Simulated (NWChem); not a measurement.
System: CH7NOSi; SMILES CO[SiH2]N

Here is an NWChem input.

```
start job
memory heap 200 mb stack 900 mb global 1100 mb
geometry units angstroms noautosym nocenter noautoz
  Si    -0.422379    -0.528829    -0.000193
  N      0.485645    -1.981897     0.000345
  O      0.552551     0.827681    -0.000593
  C      0.071146     2.138852    -0.000619
  H     -1.269746    -0.508135    -1.232141
  H     -1.269891    -0.507248     1.231643
  H      0.988256    -2.262289     0.834915
  H      0.988244    -2.262907    -0.834024
  H     -0.543546     2.361329    -0.894106
  H     -0.543039     2.361538     0.893167
  H      0.924270     2.835373    -0.000942
end
basis spherical
  * library 6-31g*
end
dft
  xc m06-2x
  iterations 150
end
cosmo
  do_cosmo_smd true
  solvent anisole
end
task dft energy
```

Excerpt of the output:

```
             Northwest Computational Chemistry Package (NWChem) 7.3.0
             --------------------------------------------------------

                             Geometry "geometry" -> ""
                             -------------------------

 Output coordinates in angstroms (scale by  1.889725989 to convert to a.u.)

  No.       Tag          Charge          X              Y              Z
 ---- ---------------- ---------- -------------- -------------- --------------
    1 Si                  14.0000    -0.42237900    -0.52882900    -0.00019300
    2 N                    7.0000     0.48564500    -1.98189700     0.00034500
    3 O                    8.0000     0.55255100     0.82768100    -0.00059300
    4 C                    6.0000     0.07114600     2.13885200    -0.00061900
    5 H                    1.0000    -1.26974600    -0.50813500    -1.23214100
    6 H                    1.0000    -1.26989100    -0.50724800     1.23164300
    7 H                    1.0000     0.98825600    -2.26228900     0.83491500
    8 H                    1.0000     0.98824400    -2.26290700    -0.83402400
    9 H                    1.0000    -0.54354600     2.36132900    -0.89410600
   10 H                    1.0000    -0.54303900     2.36153800     0.89316700
   11 H                    1.0000     0.92427000     2.83537300    -0.00094200

 Effective nuclear repulsion energy (a.u.)     179.4721528445

                                 NWChem DFT Module
                                 -----------------

 Summary of "ao basis" -> "ao basis" (spherical)
 ------------------------------------------------------------------------------
       Tag                 Description            Shells   Functions and Types
 ---------------- ------------------------------  ------  ---------------------
 Si                          6-31g*                  8       18   4s3p1d
 N                           6-31g*                  6       14   3s2p1d
 O                           6-31g*                  6       14   3s2p1d
 C                           6-31g*                  6       14   3s2p1d
 H                           6-31g*                  2        2   2s

 in cosmo_initialize ...
 calling solv_data for solv:anisole

[...]

                                COSMO-SMD solvation results
                                ---------------------------

             internal energy in gas <Psi(g)|H|Psi(g)> =      -461.705203769985
         internal energy in solvent <Psi(s)|H|Psi(s)> =      -461.704803224239
                               delta internal energy  =         0.000400545746 (    0.25 kcal/mol)
   total free energy in solvent <Psi(s)|H+V/2|Psi(s)> =      -461.711609044390
 polarization energy contribution <Psi(s)|V/2|Psi(s)> =        -0.006805820151 (   -4.27 kcal/mol)
    total free energy in solvent including G(SMD-CDS) =      -461.709980688919
                       G(SMD-CDS) energy contribution =         0.001628355471 (    1.02 kcal/mol)
     1 M fixed-concentration free energy of solvation =        -0.004776918934 (   -3.00 kcal/mol)

                       DFT Final Molecular Orbital Analysis
                       ------------------------------------

 Vector   19  Occ=2.000000D+00  E=-3.660069D-01
              MO Center=  3.0D-01,  1.1D+00, -4.9D-04, r^2= 2.5D+00
   Bfn.  Coefficient  Atom+Function         Bfn.  Coefficient  Atom+Function
  ----- ------------  ---------------      ----- ------------  ---------------
    35      0.475461   3 O  px               39      0.363943   3 O  px
    49     -0.244657   4 C  px               74     -0.181592  11 H  s
    73     -0.175431  11 H  s                 7     -0.154602   1 Si px
    38      0.140269   3 O  s                 8     -0.121753   1 Si py
    10      0.114998   1 Si s                70      0.114310   9 H  s

 Vector   20  Occ=2.000000D+00  E=-3.365119D-01
              MO Center= -8.1D-02,  7.8D-01, -6.6D-04, r^2= 2.7D+00
   Bfn.  Coefficient  Atom+Function         Bfn.  Coefficient  Atom+Function
  ----- ------------  ---------------      ----- ------------  ---------------
    37      0.494653   3 O  pz               41      0.406603   3 O  pz
    62      0.236400   5 H  s                64     -0.236239   6 H  s
    51     -0.175034   4 C  pz               70      0.170063   9 H  s
    72     -0.170082  10 H  s                69      0.133875   9 H  s
    71     -0.133873  10 H  s                61      0.131821   5 H  s

 Vector   21  Occ=2.000000D+00  E=-3.299713D-01
              MO Center=  3.7D-01, -1.8D+00,  4.1D-04, r^2= 1.5D+00
   Bfn.  Coefficient  Atom+Function         Bfn.  Coefficient  Atom+Function
  ----- ------------  ---------------      ----- ------------  ---------------
    21      0.398063   2 N  px               22      0.378108   2 N  py
    25      0.346090   2 N  px               26      0.342382   2 N  py
    24     -0.112166   2 N  s                36      0.105944   3 O  py
    38     -0.104163   3 O  s                12      0.092957   1 Si py
    40      0.078819   3 O  py               50     -0.070564   4 C  py

 Vector   22  Occ=0.000000D+00  E= 8.377110D-02
              MO Center= -4.2D-01, -5.7D-01, -2.3D-04, r^2= 5.5D+00
   Bfn.  Coefficient  Atom+Function         Bfn.  Coefficient  Atom+Function
  ----- ------------  ---------------      ----- ------------  ---------------
    12      1.088947   1 Si py               24      1.078614   2 N  s
    52     -0.580381   4 C  s                11     -0.566999   1 Si px
    74      0.238295  11 H  s                66     -0.200669   7 H  s
    68     -0.200664   8 H  s                 8      0.185946   1 Si py
    62     -0.181385   5 H  s                64     -0.181436   6 H  s

[...]
```

Level: M06-2X/6-31G* (spherical d), SMD on the gas-phase geometry. The geometry was optimised at PBE0/def2-SVP. Solvent: anisole.
